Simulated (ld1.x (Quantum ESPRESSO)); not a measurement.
**Which change was made? (Pd, PAW)**

ld1.x (Quantum ESPRESSO) 7.5 input, shortened:

```
&input
   title='Pd', zed=46., rel=1, dft='PZ', iswitch=3,
   config='[Kr] 4d10 5s0 5p0'
 /
 &inputp
   pseudotype=3, lpaw=.true., tm=.true., lloc=-2, rcloc=1.65,
   nlcc=.true., new_core_ps=.true.,
   which_augfun='PSQ', rmatch_augfun_nc=.true.
 /
6
5S  1  0   0.00   0.00  2.35  2.45  0.0
5S  1  0   0.00   3.15  2.35  2.45  0.0
5P  2  1   0.00   0.00  3.25  4.00  0.0
5P  2  1   0.00   2.80  3.25  4.00  0.0
4D  3  2  10.00   0.00  1.85  2.15  0.0
4D  3  2   0.00   4.40  1.85  2.15  0.0
 &test
   configts(1)='4d10 5s0 5p0'
 /
```

Cutoffs, loose and tight: the cutoffs (Ry, on a coarse ladder) from which the occupation-weighted sum of valence levels, in a spherical-Bessel basis at the reference potential, stays within 10 and 1 mRy of its value at 400 Ry. They do not see the model core or the augmentation charge, which bear on the density cutoff. Test errors are all-electron minus pseudo excitation energies from the reference, over the configurations 4d9 5s0 5p0; 4d8 5s0 5p0; 4d7 5s0 5p0; 4d8 5s1 5p0; 4d6 5s0 5p0; 4d9 5s0 5p1; 4d9 5s1 5p0 (two spin-polarised tests are not counted in the largest error); variants that change the core or the reference have their own tests. The largest error is taken over the tests solved by every variant that gives reliable tests at all, those not shown here included: 4d7 5s0 5p0; 4d8 5s0 5p0; 4d9 5s0 5p0.

The base gives: outcome: generated; cutoff, loose: 25 Ry; cutoff, tight: 40 Ry; bound ghosts: none; largest test error (meV): -571.

Problem. After one change the result is: outcome: generated; cutoff, loose: 18 Ry; cutoff, tight: 30 Ry; bound ghosts: none; largest test error (meV): -443. Which change was it?
A. all radii but the core radius scaled by about 0.91 (s 2.24, p 3.66, d 1.96 bohr, rcut 2.16/2.98/1.70); local potential all-electron potential smoothed inside 1.52 bohr (lloc = -2)
B. all radii but the core radius scaled by about 1.15 (s 2.82, p 4.60, d 2.46 bohr, rcut 2.70/3.74/2.12); local potential all-electron potential smoothed inside 1.90 bohr (lloc = -2)
C. all radii but the core radius scaled by about 1.27 (s 3.12, p 5.10, d 2.74 bohr, rcut 3.00/4.14/2.36); local potential all-electron potential smoothed inside 2.10 bohr (lloc = -2)

Solution. B. The others give: all radii but the core radius scaled by about 0.91 (s 2.24, p 3.66, d 1.96 bohr, rcut 2.16/2.98/1.70); local potential all-electron potential smoothed inside 1.52 bohr (lloc = -2) → outcome: generated, overlap not positive; bound ghosts: not determined (overlap not positive); largest test error (meV): -562 | all radii but the core radius scaled by about 1.27 (s 3.12, p 5.10, d 2.74 bohr, rcut 3.00/4.14/2.36); local potential all-electron potential smoothed inside 2.10 bohr (lloc = -2) → outcome: generated; cutoff, loose: 15 Ry; cutoff, tight: 21 Ry; bound ghosts: none; largest test error (meV): -712. A file whose overlap is not positive is unfit for use, and its test errors describe a broken file.
